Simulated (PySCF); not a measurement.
Members of one family of related compounds. Computed with TDDFT CAM-B3LYP/def2-SVPD, vertical, gas phase, core orbitals frozen in the response in PySCF. Geometries: PBE0-D3(BJ)/def2-SVP; one conformer of each isolated species. Triplets are in the Tamm–Dancoff approximation. Relativistic effects are left out although some hold elements past zinc.

Question: Rank by computed LUMO energy, lowest first.
A. `C=C(Br)OC=O`
B. `C=C(Br)C(F)F`
C. `C=C(C)Br`
D. `C=C(Br)SC`

Answer: A (-0.06 eV), B (0.09 eV), D (0.69 eV), C (0.86 eV).

| SMILES | LUMO (eV) | f (S1) | α (au) | T1 (eV) | HOMO (eV) | S1 mainly |
| --- | --- | --- | --- | --- | --- | --- |
| C=C(Br)OC=O | -0.06 | 0.002 | 65.1 | 4.02 | -8.84 | H-2→L (71%) |
| C=C(Br)C(F)F | 0.09 | 0.000 | 59.8 | 4.06 | -9.16 | H→L+1 (90%) |
| C=C(Br)SC | 0.69 | 0.000 | 80.8 | 3.77 | -7.88 | H→L (80%) |
| C=C(C)Br | 0.86 | 0.000 | 60.1 | 4.12 | -8.55 | H→L+1 (83%) |

H and L stand for HOMO and LUMO.

- `C=C(Br)OC=O`: Löwdin shares by element: HOMO carbon 53% or more, bromine 32%, oxygen 7% or more; LUMO carbon 53%, oxygen 23% or more (atoms not listed hold the other 24%).
- `C=C(Br)C(F)F`: Löwdin shares by element: HOMO bromine 48%, carbon 46% or more; LUMO carbon 63% or more, bromine 10%, hydrogen 7% or more (atoms not listed hold the other 20%).
- `C=C(Br)SC`: Löwdin shares by element: HOMO carbon 46%, sulfur 43%; LUMO (one of a set within 0.03 eV) bromine 66%, carbon 19% or more, sulfur 4%.
- `C=C(C)Br`: Löwdin shares by element: HOMO carbon 52% or more, bromine 39%; LUMO carbon 62% or more, bromine 14%, hydrogen 7% or more (atoms not listed hold the other 18%).
